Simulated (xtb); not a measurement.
C$_{6}$H$_{15}$N$_{2}$, doublet, geometry from GFN2-xTB, atoms displaced at random by about 0.05 Å a coordinate; xtb with GFN2-xTB with ALPB(dmf).

The xtb input:
```
$ xtb mol.xyz --gfn 2 --uhf 1 --opt --alpb dmf --json

# file mol.xyz
23

C      2.17826653     0.80496243    -1.18369423
N      1.59419659    -0.00005300    -0.19518620
C      2.26863199    -1.04955351     0.40542820
C      0.68960767     0.78075615     0.74637339
C     -0.55116113     0.13997606     1.00046394
N     -1.64060930     0.31154133    -0.06777798
C     -1.32232312    -0.45291275    -1.27386576
C     -2.88291995     0.05689100     0.53190315
H      1.60255493     1.51245554    -1.56053558
H      2.82253799     0.23640490    -1.86791994
H      2.77603401    -1.65328099    -0.36189864
H      1.72701789    -1.72646363     0.94921964
H      3.08699916    -0.63240222     1.11551399
H      0.53157207     1.72197799     0.25005164
H      1.31185238     0.90124674     1.56684286
H     -1.09880866     0.41385515     2.00592626
H     -0.45466578    -1.02319737     1.21201375
H     -0.36826173    -0.23756372    -1.59451139
H     -2.08936571    -0.24161823    -1.92244467
H     -1.34923189    -1.62227376    -1.16409867
H     -3.65878502     0.30611856    -0.23598251
H     -3.13857361    -1.05271571     0.72705954
H     -3.16461859     0.57578949     1.32868759
```

**Question.** Predict the main parts of the log of this xtb run.

**Answer.** 
```
   ID    Z sym.   atoms
    1    6 C      1, 3-5, 7, 8
    2    7 N      2, 6
    3    1 H      9-23

           -------------------------------------------------
          |                Calculation Setup                |
           -------------------------------------------------

           -------------------------------------------------
          |                 G F N 2 - x T B                 |
           -------------------------------------------------

      * Solvation model:               ALPB
        Solvent                        dmf
        Parameter file                 internal GFN2-xTB/ALPB
        Dielectric constant                3.7000E+01
        Reference state                gsolv [1 M gas/solution]
        Free energy shift                  6.0086E-03 Eh       3.7705E+00 kcal/mol
        Temperature                        2.9815E+02 K
        Density                            9.5000E-01 kg/L
        Solvent mass                       7.3100E+01 g/mol
        Interaction kernel             P16
        Born radius scaling (c1)           1.8540E+00
        Born radii integrator          GBOBC
        Born offset                        0.0000E+00 a0       0.0000E+00 AA
        H-bond correction              true
        Ion screening                  false
        Surface tension                    1.0000E-05 Eh       1.5569E+01 dyn/cm
        Grid points                               230 per atom

          ...................................................
          :                      SETUP                      :
          :.................................................:
          :  # basis functions                  47          :
          :  # atomic orbitals                  47          :
          :  # shells                           31          :
          :  # electrons                        49          :
          :  max. iterations                   250          :
          :  Hamiltonian                  GFN2-xTB          :
          :  restarted?                      false          :
          :  GBSA solvation                   true          :
          :  PC potential                    false          :
          :  electronic temp.          300.0000000     K    :
          :  accuracy                    1.0000000          :
          :  -> integral cutoff          0.2500000E+02      :
          :  -> integral neglect         0.1000000E-07      :
[...]
         :: total energy             -26.208486956948 Eh    ::
 * total energy  :   -26.2084870 Eh     change       -0.1891109E-10 Eh
 * total energy  :   -26.2582556 Eh     change       -0.4976865E-01 Eh
 * total energy  :   -26.2706536 Eh     change       -0.1239795E-01 Eh
 * total energy  :   -26.2716471 Eh     change       -0.9935835E-03 Eh
 * total energy  :   -26.2719062 Eh     change       -0.2590090E-03 Eh
 * total energy  :   -26.2719792 Eh     change       -0.7304952E-04 Eh
 * total energy  :   -26.2720007 Eh     change       -0.2148069E-04 Eh
 * total energy  :   -26.2720157 Eh     change       -0.1502576E-04 Eh
 * total energy  :   -26.2720246 Eh     change       -0.8886064E-05 Eh
 * total energy  :   -26.2720321 Eh     change       -0.7464274E-05 Eh
 * total energy  :   -26.2720349 Eh     change       -0.2859104E-05 Eh
   *** GEOMETRY OPTIMIZATION CONVERGED AFTER 11 ITERATIONS ***
         :: total energy             -26.272034916860 Eh    ::
[...]
     2   7 N    3.409 --     1 C    1.336     3 C    1.014     4 C    1.004
     3   6 C    3.980 --     2 N    1.014    11 H    0.980    12 H    0.977
                            13 H    0.969
     4   6 C    3.980 --     2 N    1.004     5 C    0.989    14 H    0.969
                            15 H    0.962
     5   6 C    3.989 --     6 N    1.006     4 C    0.989    16 H    0.972
                            17 H    0.960
     6   7 N    3.121 --     7 C    1.016     8 C    1.016     5 C    1.006
     7   6 C    3.985 --     6 N    1.016    19 H    0.983    18 H    0.978
                            20 H    0.973
     8   6 C    3.986 --     6 N    1.016    23 H    0.982    21 H    0.982
                            22 H    0.974
     9   1 H    1.000 --     1 C    0.980
    10   1 H    1.000 --     1 C    0.981
    11   1 H    0.997 --     3 C    0.980
    12   1 H    0.998 --     3 C    0.977
    13   1 H    0.998 --     3 C    0.969
    14   1 H    0.996 --     4 C    0.969
    15   1 H    0.998 --     4 C    0.962
    16   1 H    0.998 --     5 C    0.972
    17   1 H    1.000 --     5 C    0.960
    18   1 H    0.997 --     7 C    0.978
    19   1 H    0.999 --     7 C    0.983
    20   1 H    1.000 --     7 C    0.973
    21   1 H    0.998 --     8 C    0.982
    22   1 H    1.000 --     8 C    0.974
    23   1 H    0.998 --     8 C    0.982
 ---------------------------------------------------------------------------

Topologies differ in total number of bonds
Writing topology from bond orders to xtbtopo.mol

molecular dipole:
                 x           y           z       tot (Debye)
 q only:       -0.177      -0.256       0.545
   full:       -0.215      -0.593       0.635       2.276
molecular quadrupole (traceless):
                xx          xy          yy          xz          yz          zz
 q only:       -0.010      -2.584      -0.115       2.505       1.048       0.125
  q+dip:       -1.046      -1.962       0.089       2.648       1.048       0.957
   full:       -0.578      -1.972      -0.508       2.442       1.141       1.086

optimized geometry written to: xtbopt.xyz

           -------------------------------------------------
          | TOTAL ENERGY              -26.272034916860 Eh   |
          | GRADIENT NORM               0.000530024447 Eh/α |
          | HOMO-LUMO GAP               7.513541508261 eV   |
           -------------------------------------------------
```
